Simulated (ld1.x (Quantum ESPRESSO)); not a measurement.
## Zn, TM: configuration errors across variants

zinc, norm-conserving Troullier–Martins (Kleinman–Bylander form), made with ld1.x (Quantum ESPRESSO) 7.5 (PBE, scalar-relativistic). Core [Ne] 3s2, reference 3p6 3d10 4s2 4p0. Waves: 3p (bound): rc 1.00 bohr; 3d (bound): rc 1.45 bohr; 4s (bound): rc 1.85 bohr. Local part: the s channel. Core correction: none.

All-electron excitation energies from the reference (eV): (1) 3p6 3d10 4s1 4p0 9.888; (2) 3p6 3d10 4s0 4p0 28.331; (3) 3p6 3d9 4s0 4p0 68.865; (4) 3p5 3d10 4s2 4p0 92.032; (5) 3p6 3d9 4s2 4p1 12.244; (6) 3p6 3d10 4s0 4p2 10.558; (7) 3p6 3d10 4s1 4p1 5.086.

Tests that are not counted but printed errors over 1 eV. “wave 4s (bound): rc 1.85 bohr becomes 4s (bound): rc 1.62 bohr”: 3p6 3d9 4s2 4p1 (pseudo-atom not self-consistent, printed error -4181 eV).

Errors AE − PS in meV (a dash: test not solved or not reliable):

```tsv
change	(1)	(2)	(3)	(4)	(5)	(6)	(7)	bound ghosts
base	-4.0	-22	-214	-759	-1184	-1671	-652	none
wave 4s (bound): rc 1.85 bohr becomes 4s (bound): rc 1.28 bohr	+3.0	+9.0	-232	-270	-792	-1316	-519	none
wave 4s (bound): rc 1.85 bohr becomes 4s (bound): rc 1.38 bohr	+0.4	-0.4	-236	-563	-993	-1473	-579	none
wave 4s (bound): rc 1.85 bohr becomes 4s (bound): rc 1.62 bohr	-3.1	-18	-225	-740	–	-1651	–	none
wave 4s (bound): rc 1.85 bohr becomes 4s (bound): rc 1.88 bohr	-4.0	-22	-214	-759	-1184	-1671	-652	none
wave 4s (bound): rc 1.85 bohr becomes 4s (bound): rc 2.14 bohr	-3.0	-20	-249	-738	-1176	-1675	-652	none
wave 4s (bound): rc 1.85 bohr becomes 4s (bound): rc 2.36 bohr	-1.6	-22	-332	-693	-1161	-1696	-657	none
wave 4s (bound): rc 1.85 bohr becomes 4s (bound): rc 2.58 bohr	-0.7	-36	-476	-619	-1137	-1741	-666	none
```

Problem. Give the same row for: wave 4s (bound): rc 1.85 bohr becomes 4s (bound): rc 2.70 bohr.

Solution. -0.7, -51, -575, -571, -1121, -1774, -673; bound ghosts: none.
